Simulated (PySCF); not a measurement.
C2H5NO2Si, SMILES C1N=C[Si@H](O1)O. Coordinates come from a B3LYP-D3(BJ)/def2-SVP optimisation. The structure was generated by enumeration; whether it is a known compound was not checked. The values are those of a single conformer.

Method: B3LYP-D3(BJ)/def2-SVP (PySCF).

Harmonic wavenumbers (cm⁻¹): 133, 193, 297, 348, 435, 515, 666, 696, 765, 803, 851, 873, 912, 942, 965, 1074, 1078, 1241, 1306, 1357, 1464, 1656, 2299, 3023, 3064, 3117, 3868. Rotational constants (GHz): 5.926, 2.556, 2.074; symmetry number 1.

**Question.** Work out the zero-point energy and the ideal-gas rigid-rotor harmonic-oscillator thermochemistry at 298.15 K and 1 atm.

**Answer.** ZPE = ½ Σ hcν = ½ × 33941 cm⁻¹ = 48.52 kcal/mol. H − E(el) = 52.96 kcal/mol. Entropy in cal/(mol K): translation 39.81, rotation 26.73, vibration 11.20, total 77.74. G − E(el) = 29.78 kcal/mol. Cp = 24.31 cal/(mol K). Modes under 150 cm⁻¹ make the vibrational entropy uncertain.
